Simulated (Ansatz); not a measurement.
Coupled-cluster diagnostics for Na₆Au⁺, Ansatz.

Geometry of the singlet (PBE-D4/def2-SVP):

```csv
atom,x (Å),y (Å),z (Å)
Au1,-0.319,1.483,-1.442
Na2,-2.678,-0.207,-1.727
Na3,2.120,2.383,-0.128
Na4,-0.721,0.510,1.292
Na5,-2.019,-2.787,0.691
Na6,0.945,-1.134,-0.950
Na7,2.672,-0.247,2.264
```

In the def2 sets Au takes a core potential; there is no spin–orbit coupling. Correlated methods freeze 6 core orbitals; core or outer-core shells of Au, Na are correlated, in sets that lack core-valence functions. No other spin state of charge 1 was run. Another isomer (singlet) lies 0.05 eV lower at PBE0-D4/def2-TZVP; other spin states weren't run for this one.

Problem. Estimate the CCSD(T) correlation energy, the shares of MP2 and (T), T1 and the reference's ⟨S²⟩ for: charge 1, singlet, own geometry in def2-SVP; and the rough time on 4 threads of Arm Neoverse N1 on a shared host.

Solution. 
| state | basis | correlation (eV) | MP2 share (%) | (T) share (%) | T1 | ⟨S²⟩ (pure) | wall time | remarks |
| --- | --- | --- | --- | --- | --- | --- | --- | --- |
| charge 1, singlet, own geometry | def2-SVP | -12.529 | 101.6 | 3.5 | 0.011 | 0.00 (0.00) | 87 s | restricted SCF unstable |
Customary marks for T1 are 0.02 (closed shells), 0.045 (open shells) and about 0.05 (3d metals). T1 stays under 0.02 throughout.
